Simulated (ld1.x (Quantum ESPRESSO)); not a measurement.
**Se: RRKJ pseudisation with PBE, non-relativistic reference atom.**

The input file (ld1.x (Quantum ESPRESSO) 7.5):

```
&input
   title='Se', zed=34., rel=0, dft='PBE', iswitch=3,
   config='[Ar] 3d10 4s2 4p4',
   nld=3, rlderiv=2.00, eminld=-6.0, emaxld=5.0, deld=0.02
 /
 &inputp
   pseudotype=2, tm=.false., rho0=0.01, lloc=0,
   nlcc=.true., new_core_ps=.true., rcore=0.75,
   file_pseudopw='Se.UPF', file_wfcaegen='ae.wfc', file_wfcncgen='nc.wfc', file_beta='beta', file_chi='chi'
 /
3
4P  2  1   4.00   0.00  1.85  1.85  0.0
3D  3  2  10.00   0.00  0.95  0.95  0.0
4S  1  0   2.00   0.00  1.40  1.40  0.0
 &test
   configts(1)='3d10 4s2 4p4'
 /
```

Command:

```bash
ld1.x < Se.in > Se.out
```

The program printed (shortened: banner, matrices, multipoles, cross overlaps and the repeated all-electron block are left out):

```
Program LD1 v.7.5
     --------------------------- All-electron run ----------------------------

     Se

     atomic number is 34.00
     dft =PBE   lsd =0 sic =0 latt =0  beta=0.20 tr2=1.0E-14
     Exchange-correlation= PBE
                           (   1   4   3   4   0   0   0)
     mesh =1211 r(mesh) =  99.34906 a.u. xmin = -7.00 dx = 0.01250
     1 Ry =  13.60569312 eV

     n l     nl                  e(Ry)          e(Ha)          e(eV)
     1 0     1S 1( 2.00)      -904.1250      -452.0625    -12301.2472
     2 0     2S 1( 2.00)      -114.7944       -57.3972     -1561.8574
     2 1     2P 1( 6.00)      -103.0791       -51.5396     -1402.4627
     3 0     3S 1( 2.00)       -15.1543        -7.5771      -206.1844
     3 1     3P 1( 6.00)       -11.1265        -5.5632      -151.3834
     3 2     3D 1(10.00)        -4.0033        -2.0017       -54.4683
     4 0     4S 1( 2.00)        -1.2289        -0.6144       -16.7199
     4 1     4P 1( 4.00)        -0.4812        -0.2406        -6.5476

     final scf error:  4.3E-15 reached in  30 iterations

     Etot =   -4802.316273 Ry,   -2401.158137 Ha,  -65338.841491 eV

     Ekin =    4799.394783 Ry,    2399.697392 Ha,   65299.092598 eV
     Encl =  -11485.106404 Ry,   -5742.553202 Ha, -156262.833223 eV
     Eh   =    2056.827292 Ry,    1028.413646 Ha,   27984.560945 eV
     Exc  =    -173.431944 Ry,     -86.715972 Ha,   -2359.661811 eV

     normalization and overlap integrals

     s(1S/1S) =  1.000000  <r> =   0.0450  <r2> =    0.0027  r(max) =   0.0298
     s(2S/2S) =  1.000000  <r> =   0.2000  <r2> =    0.0471  r(max) =   0.1672
     s(2P/2P) =  1.000000  <r> =   0.1728  <r2> =    0.0365  r(max) =   0.1335
     s(3S/3S) =  1.000000  <r> =   0.5850  <r2> =    0.3938  r(max) =   0.5149
     s(3P/3P) =  1.000000  <r> =   0.5943  <r2> =    0.4141  r(max) =   0.5021
     s(3D/3D) =  1.000000  <r> =   0.6279  <r2> =    0.4928  r(max) =   0.4544
     s(4S/4S) =  1.000000  <r> =   1.8278  <r2> =    3.8414  r(max) =   1.5467
     s(4P/4P) =  1.000000  <r> =   2.3077  <r2> =    6.3000  r(max) =   1.8196

     ------------------------ End of All-electron run ------------------------

     --------------------- Generating NC pseudopotential ---------------------

      Generating local pot.: lloc=0, matching radius rcloc =   1.4000

      Computing core charge for nlcc:

       r > 0.76 : true rho core
      Core charge pseudized with two Bessel functions
      Integrated core pseudo-charge :  10.58

      Wfc   4P  rcut= 1.866  Estimated cut-off energy=       49.97 Ry
      This function has    0 nodes for 0 < r <    1.866

      Wfc   3D  rcut= 0.950  Estimated cut-off energy=      261.70 Ry
      This function has    0 nodes for 0 < r <    0.950

     ------------------- End of pseudopotential generation -------------------

     Computing logarithmic derivative in   1.99852
     Computing logarithmic derivative in   1.99852
     Computing the partial wave expansion
       no projector for channel:   0
     R is outside the sphere for l=    1 j= 0.00
     R is outside the sphere for l=    2 j= 0.00

     ---------------------- Testing the pseudopotential ----------------------

     Se

     atomic number is 34.00   valence charge is 16.00
     dft =PBE   lsd =0 sic =0 latt =0  beta=0.20 tr2=1.0E-14
     mesh =1211 r(mesh) =  99.34906 xmin = -7.00 dx = 0.01250

     n l     nl             e AE (Ry)        e PS (Ry)    De AE-PS (Ry)
     3 2     3D   1(10.00)       -4.00335       -4.00335        0.00000
     1 0     4S   1( 2.00)       -1.22889       -1.22889       -0.00000
     2 1     4P   1( 4.00)       -0.48124       -0.48124        0.00000

     eps = 5.2E-15  iter = 19

     Etot =   -4802.316273 Ry,   -2401.158137 Ha,  -65338.841491 eV
     Etotps =  -287.821395 Ry,    -143.910697 Ha,   -3916.009570 eV

     Ekin =     296.708653 Ry,     148.354327 Ha,    4036.926881 eV
     Encl =    -373.061964 Ry,    -186.530982 Ha,   -5075.766593 eV
     Ehrt =     218.363170 Ry,     109.181585 Ha,    2970.982278 eV
     Ecxc =     -68.613130 Ry,     -34.306565 Ha,    -933.529196 eV
     (Ecc =     -29.702626 Ry,     -14.851313 Ha,    -404.124813 eV)
     Epseu=    -361.218123 Ry,    -180.609062 Ha,   -4914.622938 eV

     ---------------------- End of pseudopotential test ----------------------
```

Generation and configuration tests took about 1.3 s on one core of a shared server CPU.

Transferability test of the new file with ld1.x, input:

```
&input
   title='Se', zed=34., rel=0, dft='PBE', iswitch=2,
   config='[Ar] 3d10 4s2 4p4'
 /
 &test
   file_pseudo='Se.UPF', nconf=8,
   configts(1)='3d10 4s2 4p4',
   configts(2)='3d10 4s2 4p3',
   configts(3)='3d10 4s2 4p2',
   configts(4)='3d10 4s2 4p1',
   configts(5)='3d10 4s1 4p5',
   configts(6)='3d10 4s2 4p3.5',
   configts(7)='3d9 4s2 4p5',
   configts(8)='3d10 4s2 4p4.3'
 /
```

```bash
ld1.x < Se.test.in > Se.test.out
```

Pseudopotential blocks of its output, shortened (energy terms left out; the distinct warnings before each block abridged to one line each):

```
     Warning: n=3, l=2 expected 0 nodes, found 1
     ---------------------- Testing the pseudopotential ----------------------

     n l     nl             e AE (Ry)        e PS (Ry)    De AE-PS (Ry)
     3 2     3D   1(10.00)       -4.00335       -4.00335        0.00000
     1 0     4S   1( 2.00)       -1.22889       -1.22889        0.00000
     2 1     4P   1( 4.00)       -0.48124       -0.48124        0.00000

     eps = 5.8E-15  iter = 24

     Etot =   -4802.316274 Ry,   -2401.158137 Ha,  -65338.841499 eV
     Etotps =  -287.821395 Ry,    -143.910698 Ha,   -3916.009576 eV

     ---------------------- End of pseudopotential test ----------------------

          ---------------------- Testing the pseudopotential ----------------------

     n l     nl             e AE (Ry)        e PS (Ry)    De AE-PS (Ry)
     3 2     3D   1(10.00)       -4.77220       -4.76834       -0.00386
     1 0     4S   1( 2.00)       -1.92790       -1.92879        0.00089
     2 1     4P   1( 3.00)       -1.13355       -1.13412        0.00057

     eps = 7.8E-15  iter = 18

     Etot =   -4801.517008 Ry,   -2400.758504 Ha,  -65327.966934 eV
     Etotps =  -287.021829 Ry,    -143.510915 Ha,   -3905.130926 eV
     dEtot_ae =       0.799266 Ry
     dEtot_ps =       0.799566 Ry,   Delta E=      -0.000300 Ry

     ---------------------- End of pseudopotential test ----------------------

          ---------------------- Testing the pseudopotential ----------------------

     n l     nl             e AE (Ry)        e PS (Ry)    De AE-PS (Ry)
     3 2     3D   1(10.00)       -5.66643       -5.65328       -0.01315  !
     1 0     4S   1( 2.00)       -2.71358       -2.71506        0.00149
     2 1     4P   1( 2.00)       -1.87012       -1.87052        0.00039

     eps = 7.6E-15  iter = 15

     Etot =   -4800.021249 Ry,   -2400.010624 Ha,  -65307.616096 eV
     Etotps =  -285.525445 Ry,    -142.762722 Ha,   -3884.771581 eV
     dEtot_ae =       2.295025 Ry
     dEtot_ps =       2.295950 Ry,   Delta E=      -0.000925 Ry

     ---------------------- End of pseudopotential test ----------------------

          ---------------------- Testing the pseudopotential ----------------------

     n l     nl             e AE (Ry)        e PS (Ry)    De AE-PS (Ry)
     3 2     3D   1(10.00)       -6.66441       -6.63345       -0.03096  !
     1 0     4S   1( 2.00)       -3.56491       -3.56527        0.00037
     2 1     4P   1( 1.00)       -2.67158       -2.66911       -0.00248

     eps = 2.1E-15  iter = 14

     Etot =   -4797.755177 Ry,   -2398.877589 Ha,  -65276.784622 eV
     Etotps =  -283.260077 Ry,    -141.630038 Ha,   -3853.949676 eV
     dEtot_ae =       4.561096 Ry
     dEtot_ps =       4.561319 Ry,   Delta E=      -0.000222 Ry

     ---------------------- End of pseudopotential test ----------------------

          ---------------------- Testing the pseudopotential ----------------------

     n l     nl             e AE (Ry)        e PS (Ry)    De AE-PS (Ry)
     3 2     3D   1(10.00)       -4.11276       -4.12292        0.01016  !
     1 0     4S   1( 1.00)       -1.28509       -1.28658        0.00148
     2 1     4P   1( 5.00)       -0.52411       -0.52443        0.00032

     eps = 9.7E-15  iter = 21

     Etot =   -4801.561860 Ry,   -2400.780930 Ha,  -65328.577180 eV
     Etotps =  -287.066421 Ry,    -143.533210 Ha,   -3905.737628 eV
     dEtot_ae =       0.754414 Ry
     dEtot_ps =       0.754974 Ry,   Delta E=      -0.000561 Ry

     ---------------------- End of pseudopotential test ----------------------

          ---------------------- Testing the pseudopotential ----------------------

     n l     nl             e AE (Ry)        e PS (Ry)    De AE-PS (Ry)
     3 2     3D   1(10.00)       -4.37017       -4.36876       -0.00141
     1 0     4S   1( 2.00)       -1.56573       -1.56614        0.00041
     2 1     4P   1( 3.50)       -0.79521       -0.79550        0.00029

     eps = 5.4E-15  iter = 20

     Etot =   -4801.998268 Ry,   -2400.999134 Ha,  -65334.514809 eV
     Etotps =  -287.503315 Ry,    -143.751657 Ha,   -3911.681869 eV
     dEtot_ae =       0.318006 Ry
     dEtot_ps =       0.318081 Ry,   Delta E=      -0.000075 Ry

     ---------------------- End of pseudopotential test ----------------------

          ---------------------- Testing the pseudopotential ----------------------

     n l     nl             e AE (Ry)        e PS (Ry)    De AE-PS (Ry)
     3 2     3D   1( 9.00)       -4.86168       -5.04835        0.18666  !
     1 0     4S   1( 2.00)       -1.38796       -1.39937        0.01141  !
     2 1     4P   1( 5.00)       -0.57537       -0.57255       -0.00282

     eps = 7.8E-15  iter = 22

     Etot =   -4798.415258 Ry,   -2399.207629 Ha,  -65285.765476 eV
     Etotps =  -283.827047 Ry,    -141.913524 Ha,   -3861.663707 eV
     dEtot_ae =       3.901016 Ry
     dEtot_ps =       3.994348 Ry,   Delta E=      -0.093332 Ry

     ---------------------- End of pseudopotential test ----------------------

          ---------------------- Testing the pseudopotential ----------------------

     n l     nl             e AE (Ry)        e PS (Ry)    De AE-PS (Ry)
     3 2     3D   1(10.00)       -3.80273       -3.80320        0.00047
     1 0     4S   1( 2.00)       -1.04142       -1.04124       -0.00018
     2 1     4P   1( 4.30)       -0.30673       -0.30660       -0.00013

     eps = 8.5E-15  iter = 24

     Etot =   -4802.434183 Ry,   -2401.217092 Ha,  -65340.445737 eV
     Etotps =  -287.939287 Ry,    -143.969644 Ha,   -3917.613577 eV
     dEtot_ae =      -0.117909 Ry
     dEtot_ps =      -0.117892 Ry,   Delta E=      -0.000017 Ry

     ---------------------- End of pseudopotential test ----------------------
```
